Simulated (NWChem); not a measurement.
CH4Al (+1) in NWChem

```xyz
6

Al     0.3971     0.6127     0.0000
C     -0.6437    -0.9932     0.0000
H     -0.4131    -1.5971     0.9041
H     -0.4131    -1.5971    -0.9041
H     -1.7272    -0.7456     0.0000
H      1.2537     1.9341     0.0000
```
Charge +1, spin multiplicity 1.

Program: NWChem. Structure: optimised with PBE/def2-SVP, a minimum by its harmonic frequencies.

Symmetry labels belong to the abelian group Cs used in the runs, with the axes of the coordinates shown; states degenerate in a higher group split over its labels.

The spin multiplicity of the parent species was assumed, not shown to be that of its ground state. The structure started from a generated list of species.

### Question
List the lowest 5 singlet excitations that CIS/def2-SVPD gives, with oscillator strengths.

### Answer
| state | symmetry | energy (eV) | wavelength (nm) | f |
|---|---|---|---|---|
| 1 | a' | 6.80 | 182 | 0.000 |
| 2 | a" | 6.80 | 182 | 0.000 |
| 3 | a' | 8.33 | 149 | 0.614 |
| 4 | a" | 10.23 | 121 | 0.186 |
| 5 | a' | 10.23 | 121 | 0.186 |
